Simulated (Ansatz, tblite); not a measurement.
Cost and result up the ladder for TiF2Cl2 (TiCl2F2) (5 atoms). The state is a singlet with charge 0. Geometry: B3LYP-D4/def2-SVP.

```csv
atom,x (Å),y (Å),z (Å)
Ti1,0.055,0.034,0.071
F2,0.692,1.638,0.171
F3,0.583,-0.862,1.451
Cl4,0.791,-0.926,-1.741
Cl5,-2.120,0.117,0.048
```

Ansatz on 4 threads of Arm Neoverse V2 on a shared host; xTB runs through tblite on one thread. Times are rough, summed over both states, and most runs start from the orbitals of an earlier one. PBE0-D4/def2-TZVP serves as the yardstick here, not as an exact answer. The other state is a doublet.

The xTB rows come from tblite.

Raw xTB energies of ions are shifted by several eV.

```
                         level  functions  wall time  vertical IE (eV)  difference from PBE0-D4/def2-TZVP (eV)
                      GFN2-xTB         35    0.007 s             15.64                                    3.63
                      GFN1-xTB         35     0.01 s             16.48                                    4.48
PBE-D4/def2-TZVP (with forces)        181      5.6 s             11.57                                   -0.44
             PBE0-D4/def2-TZVP        181       11 s             12.00                                    0.00
           r2SCAN-D4/def2-TZVP        181       22 s             11.83                                   -0.17
```
